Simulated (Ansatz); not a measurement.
Breaking the Cd1–H2 bond in CdFH (SMILES [F][CdH]) (multiplicity 1 held, fragments rigid). Energies count from the point at 1.635 Å.
Geometry at that point (charge 0, multiplicity 1):
```xyz
3

Cd     0.000     0.000    -0.275
H      0.000     0.000    -1.910
F      0.000     0.000     1.678
```

Restricted levels (R-, RO-) in cc, def2 and unpolarised 6-31G sets keep to the state of the molecule at rest. Active spaces are followed from a long bond inwards. Curves can end on different states.

Cores are frozen in the correlated methods.

Codes used: Ansatz (Gaussian basis) for Hartree–Fock, density functionals and correlated methods. Values without a source in brackets are computed. In def2 rows elements past Kr take small-core potentials, without spin–orbit coupling.

What energy at R = 5.232 Å does R-HF/def2-SVP give?

143.2 kcal/mol

Give the energy at R = 5.232 Å at the level FIC-MRCISD+Q on CASSCF(2,2)/def2-SVP.

71.5 kcal/mol

Doubts at one or more of the structures used: a restricted determinant that unrestricted orbitals would lower (R-HF/def2-SVP).

Ansatz is a quantum-chemistry and plane-wave program.
